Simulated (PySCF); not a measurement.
**Bi- (bismuth, charge -1) across methods**

[Xe] 4f14 5d10 6s2 6p4, high-spin 3P determinant. All numbers are calculated (PySCF 2.14, scalar relativity through the core potential, in aug-cc-pVTZ-PP with ECP60MDF (6s5p4d2f, 55 functions)).

```json
{"method": "r2SCAN", "E (hartree)": "-214.7466", "mean ε 6s β (eV)": "-7.744", "mean ε 6p α (eV)": "0.291", "mean ε 6p β (eV)": "1.338", "Σ⟨r²⟩ (bohr²)": "94.70", "⟨S²⟩": "2.014"}
{"method": "UHF", "E (hartree)": "-213.58719", "mean ε 6s β (eV)": "-10.819", "mean ε 6p α (eV)": "-2.305", "mean ε 6p β (eV)": "-0.510", "Σ⟨r²⟩ (bohr²)": "94.61", "⟨S²⟩": "2.023"}
{"method": "PBE", "E (hartree)": "-214.6693", "mean ε 6s β (eV)": "-7.704", "mean ε 6p α (eV)": "0.549", "mean ε 6p β (eV)": "1.430", "Σ⟨r²⟩ (bohr²)": "96.30", "⟨S²⟩": "2.006"}
{"method": "PBE0", "E (hartree)": "-214.6469", "mean ε 6s β (eV)": "-8.694", "mean ε 6p α (eV)": "-0.242", "mean ε 6p β (eV)": "0.800", "Σ⟨r²⟩ (bohr²)": "94.39", "⟨S²⟩": "2.008"}
{"method": "TPSS", "E (hartree)": "-214.5756", "mean ε 6s β (eV)": "-7.592", "mean ε 6p α (eV)": "0.548", "mean ε 6p β (eV)": "1.449", "Σ⟨r²⟩ (bohr²)": "95.02", "⟨S²⟩": "2.006"}
{"method": "LDA", "E (hartree)": "-214.3653", "mean ε 6s β (eV)": "-8.082", "mean ε 6p α (eV)": "0.456", "mean ε 6p β (eV)": "1.301", "Σ⟨r²⟩ (bohr²)": "96.06", "⟨S²⟩": "2.004"}
{"method": "PW91", "E (hartree)": "-214.7544", "mean ε 6s β (eV)": "-7.742", "mean ε 6p α (eV)": "0.534", "mean ε 6p β (eV)": "1.414", "Σ⟨r²⟩ (bohr²)": "95.86", "⟨S²⟩": "2.006"}
{"method": "MN15", "E (hartree)": "-214.2252", "mean ε 6s β (eV)": "-10.099", "mean ε 6p α (eV)": "-0.886", "mean ε 6p β (eV)": "0.123", "Σ⟨r²⟩ (bohr²)": "97.44", "⟨S²⟩": "2.007"}
{"method": "r2SCANh", "E (hartree)": "-214.7252", "mean ε 6s β (eV)": "-8.158", "mean ε 6p α (eV)": "-0.006", "mean ε 6p β (eV)": "1.092", "Σ⟨r²⟩ (bohr²)": "94.30", "⟨S²⟩": "2.014"}
```

Energies and moments cover only the electrons outside the core potential. Spin-orbit coupling is strong in this species (close to jj coupling), so the high-spin LS determinant is a model state, not a physical level.

The highest occupied level is positive at r2SCAN, PBE, PBE0, TPSS, LDA, PW91, MN15, r2SCANh: only the finite basis holds that electron, which in a density functional comes from self-interaction.
